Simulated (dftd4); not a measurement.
I$_{4}$Ti (SMILES [I][Ti]([I])([I])[I]), singlet, at a GFN2-xTB geometry (such geometries of metal compounds can be far from the true shape); D4 for b3lyp (dftd4).

Input for dftd4:
```
$ dftd4 mol.xyz --func b3lyp --charge 0 --json dftd4.json --noedisp

# file mol.xyz
5

Ti    -0.00000000     0.00000000    -0.00000000
I      2.09524070    -0.59546698    -1.49603154
I      0.78783176     0.44202976     2.48327520
I     -1.17364265     2.16819622    -0.95090116
I     -1.70942982    -2.01475900    -0.03634250
```

Output, abridged:

```
                    ____  _____ _____     ____  _  _
      -------------|  _ \|  ___|_   _|---|  _ \| || |------------
     |             | | | | |_    | | ___ | | | | || |_           |
     |             | |_| |  _|   | ||___|| |_| |__   _|          |
     |             |____/|_|     |_|     |____/   |_|            |
     |             ===================================           |
     |            E. Caldeweyher, S. Ehlert & S. Grimme          |
     |          Mulliken Center for Theoretical Chemistry        |
     |                    University of Bonn                     |
      -----------------------------------------------------------

Rational (Becke-Johnson) damping: b3lyp-D4-ATM
---------------------
  s6         1.0000
  s8         2.0293
  s9         1.0000
  a1         0.4087
  a2         4.5381
 alp        16.0000
--------------------

Dispersion energy:      -2.2346571444876E-02 Eh

[Info] JSON dump of results written to 'dftd4.json'
```
